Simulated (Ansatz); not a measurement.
Reaction (redistribution): `S[SiH](Cl)CCl` + `[CH3][Sn]([CH3])([F])[F]` → `C[SiH](Cl)CCl` + `[CH3][Sn]([F])([F])[SH]`

Isolated molecules relaxed with PBE0-D4/def2-TZVP in Ansatz; ΔE leaves out vibrations. CCSD(T)/CBS is the MP2 limit (def2-TZVPP, def2-QZVPP) plus CCSD(T) − MP2 in def2-TZVPP, frozen cores. DFT in def2-TZVPP. B3LYP here is the variant with VWN-RPA as its local correlation; programs differ in this. def2 core potentials past Kr. For Sn outer-core shells are correlated without core-valence functions, which leaves a few kJ/mol of doubt a bond. Each species was taken in one conformer, which may not be the lowest.

Q: Is it downhill or uphill in electronic energy at CCSD(T)/CBS, and by how much? (Estimate.)

A: Computed: Downhill: ΔE = -3.0 kcal/mol.

Q: What do these levels give: B3LYP-D4, r2SCAN, PBE0, HF/def2-TZVPP, MP2/def2-TZVPP, SCS-MP2/def2-TZVPP, CCSD(T)/def2-TZVPP, HF/def2-QZVPP, MP2/def2-QZVPP, SCS-MP2/def2-QZVPP, HF/CBS(def2), CCSD/CBS(def2)? (Best estimate.)

A: The calculation gave: B3LYP-D4 -4.2, r2SCAN -4.4, PBE0 -4.1, HF/def2-TZVPP -5.8, MP2/def2-TZVPP -2.5, SCS-MP2/def2-TZVPP -3.0, CCSD(T)/def2-TZVPP -3.1, HF/def2-QZVPP -6.0, MP2/def2-QZVPP -2.5, SCS-MP2/def2-QZVPP -3.0, HF/CBS(def2) -6.0, CCSD/CBS(def2) -3.2 kcal/mol.

Largest T1 diagnostic among the species: 0.013.

In def2-TZVPP, CCSD(T) changes the Hartree–Fock value by +2.6 kcal/mol (the triples alone add +0.2 kcal/mol) and MP2 by +3.3 kcal/mol.
